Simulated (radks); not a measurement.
Problem. Coherent X-ray form factor from a spherical all-electron density. Method: scalar-relativistic Kohn-Sham, PBE, spin-polarised, spherical densities, finite nucleus; Fermi nuclear charge, rms radius of each element as measured or else 0.836 A^(1/3) + 0.57 fm; computed with a radial shooting solver on a logarithmic mesh with Libxc functionals.

sin(theta)/lambda (1/angstrom)  f0 (electrons)
0.05                                    56.394
0.1                                     54.680
0.15                                    52.130
0.2                                     49.096
0.25                                    45.912
0.3                                     42.827
0.4                                     37.422
0.5                                     33.088
0.6                                     29.524
0.8                                     23.887
1                                       19.913
1.25                                    16.734
1.5                                     14.518
2                                       10.759

The species is in the configuration that NIST lists as its ground one. Which atom or ion scatters so?

Solution. The promethium ion Pm4+, [Xe] 4f3. Extrapolating in s^2 from the first two rows gives f0(0) = 57.0, near the electron count 57; among species with that count, the fall with angle is slower the higher Z, and the table is that of Z = 61; from so few rows the species is fixed only to a neighbour or two.
